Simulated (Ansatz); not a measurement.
Calculated with Ansatz (gas phase, PBE0-D4/def2-TZVP geometries, no zero-point term in ΔE). CCSD(T)/CBS adds triple-zeta CCSD(T) − MP2 to the extrapolated MP2 energy (def2 sets, frozen cores). This one scheme is used for every species. DFT in def2-TZVPP. Each species was taken in one conformer, which may not be the lowest.

`OC[SiH2]Cl` + `BN` → `NBC[SiH2]Cl` + H₂O  (formal exchange of groups at a C–O bond)

`OC[SiH2]Cl`:

```xyz
9

O     1.191   -1.267    0.179
C     0.217   -0.434    0.780
Si   -0.398    0.900   -0.396
Cl   -1.023   -0.086   -2.102
H     0.823   -1.621   -0.637
H     0.695    0.044    1.641
H    -0.632   -1.012    1.174
H    -1.556    1.644    0.159
H     0.681    1.831   -0.798
```

`BN`:

```xyz
6

B     0.281    0.129    0.609
N    -0.289   -0.132   -0.626
H     0.596    1.252    0.877
H     0.445   -0.776    1.375
H    -0.577   -1.051   -0.917
H    -0.456    0.579   -1.318
```

`NBC[SiH2]Cl`:

```xyz
12

N    -1.721    0.840   -0.633
B    -0.948    0.567    0.489
C     0.620    0.558    0.426
Si    1.288   -1.140    0.069
Cl    0.744   -1.705   -1.844
H    -2.726    0.813   -0.623
H    -1.332    1.032   -1.541
H    -1.522    0.301    1.509
H     1.024    1.221   -0.346
H     1.056    0.851    1.388
H     0.746   -2.163    0.996
H     2.771   -1.175    0.112
```

H₂O:

Z-matrix (Å, degrees):
```
O
H 1 0.960
H 1 0.960 2 105.1
```

Task: Is it downhill or uphill in electronic energy at CCSD(T)/CBS, and by how much? (Estimate.)

Result: Computed: Downhill: ΔE = -132.8 kJ/mol.

Task: What do these levels give: r2SCAN-D4, ωB97X-V, PBE0, HF/def2-TZVPP, CCSD/def2-TZVPP, MP2/def2-QZVPP? (An estimate is asked.)

Result: Ansatz gave: r2SCAN-D4 -127.3, ωB97X-V -120.4, PBE0 -123.7, HF/def2-TZVPP -112.5, CCSD/def2-TZVPP -127.4, MP2/def2-QZVPP -140.4 kJ/mol.

Largest T1 diagnostic among the species: 0.012.

From PBE to PBE0 (25 % exact exchange), in def2-TZVPP and without D4, ΔE moves by −5.9 kJ/mol. In def2-TZVPP, CCSD(T) changes the Hartree–Fock value by −16.2 kJ/mol (the triples alone add −1.2 kJ/mol) and MP2 by −25.5 kJ/mol.
